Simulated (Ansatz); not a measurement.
Cost and result up the ladder for the cluster Li₆H₅ (11 atoms). Total charge 0; doublet. Geometry: r2SCAN-D4/def2-TZVP.

```xyz
11

Li   -0.245    1.172    1.805
Li    1.332   -1.298   -0.080
Li    0.234    0.656   -0.989
Li   -2.124   -0.552    0.160
Li   -1.142   -2.014   -1.818
Li    2.325    1.354    1.233
H    -2.616   -1.584   -1.116
H     0.293   -1.093   -1.551
H    -1.081    0.886    0.252
H     1.169    2.036    2.255
H     1.857    0.438   -0.151
```

Ansatz on 4 threads of Arm Neoverse V2 on a shared host. Times are rough, and most runs start from the orbitals of an earlier one. CAM-B3LYP-D4/def2-TZVP serves as the yardstick here, not as an exact answer. Binding counts from free atoms at the same level (Li doublet, H doublet; other spins of the atoms weren't run), without zero-point energy or a counterpoise term.

Correlated methods freeze no core orbitals; core or outer-core shells of Li are correlated, in sets that lack core-valence functions. Another isomer (doublet) lies 0.70 eV lower at PBE0-D4/def2-TZVP; other spin states weren't run for this one.

Correlated methods converge slowly with the basis.

```json
{"level": "PBE0-D4/def2-TZVP", "functions": "114", "wall time": "1.4 s", "binding energy per atom (eV)": "1.81", "difference from CAM-B3LYP-D4/def2-TZVP (eV)": "-0.11"}
{"level": "PBE-D4/def2-TZVP (with forces)", "functions": "114", "wall time": "1.4 s", "binding energy per atom (eV)": "1.83", "difference from CAM-B3LYP-D4/def2-TZVP (eV)": "-0.10"}
{"level": "CAM-B3LYP-D4/def2-TZVP", "functions": "114", "wall time": "1.9 s", "binding energy per atom (eV)": "1.92", "difference from CAM-B3LYP-D4/def2-TZVP (eV)": "0.00"}
{"level": "r2SCAN-D4/def2-TZVP", "functions": "114", "wall time": "2.4 s", "binding energy per atom (eV)": "1.85", "difference from CAM-B3LYP-D4/def2-TZVP (eV)": "-0.07"}
{"level": "CCSD(T)/def2-TZVPP", "functions": "184", "wall time": "5.9 min", "binding energy per atom (eV)": "1.86", "difference from CAM-B3LYP-D4/def2-TZVP (eV)": "-0.06"}
```
